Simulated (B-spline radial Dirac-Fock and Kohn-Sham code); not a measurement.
**Two-hole binding energies of Sm³⁺**

System: Sm³⁺, [Xe] 4f5, inside a Watson sphere of charge -3 and radius 1.6 Å (a model of the Madelung potential; inside it an electron's potential energy is raised by 27.0 eV).

Calculated with a radial B-spline solver, using Dirac-Fock energy differences between relaxed states, corrected for Breit and QED terms. U is the two-hole binding energy less the two single-hole energies, the effective repulsion of the holes after relaxation. Each two-hole energy is an average over J within one jj subconfiguration.

| holes | E(a) (eV) | E(b) (eV) | E(ab) (eV) | U (eV) |
| --- | --- | --- | --- | --- |
| 1s⁻² | 46843.8 | 46843.8 | 94761.3 | 1073.7 |
| 1s⁻¹ 3p3/2⁻¹ | 46843.8 | 1434.9 | 48363.5 | 84.8 |
| 1s⁻¹ 3d5/2⁻¹ | 46843.8 | 1093.3 | 48015.5 | 78.4 |
| 2s⁻¹ 2p3/2⁻¹ | 7753.8 | 6728.2 | 14639.8 | 157.8 |
| 2p1/2⁻¹ 2p3/2⁻¹ | 7323.9 | 6728.2 | ? | ? |
| 2p3/2⁻² | 6728.2 | 6728.2 | 13647.0 | 190.5 |
| 2p1/2⁻¹ 3s⁻¹ | 7323.9 | 1741.8 | 9137.9 | 72.2 |
| 2s⁻¹ 3d5/2⁻¹ | 7753.8 | 1093.3 | 8924.6 | 77.5 |
| 2p3/2⁻¹ 3s⁻¹ | 6728.2 | 1741.8 | 8541.4 | 71.4 |
| 2p3/2⁻¹ 3p1/2⁻¹ | 6728.2 | 1557.6 | 8363.0 | 77.2 |
| 2p3/2⁻¹ 3d3/2⁻¹ | 6728.2 | 1119.2 | 7928.3 | 80.9 |
| 4d5/2⁻² | 144.4 | 144.4 | 312.5 | 23.6 |
| 5p1/2⁻² | 31.20 | 31.20 | 76.91 | 14.5 |
| 5p1/2⁻¹ 5p3/2⁻¹ | 31.20 | 27.22 | 71.79 | 13.4 |

Q: Give the missing two-hole energy and U.

A: E(ab) = 14246.1 eV and U = 194.0 eV.
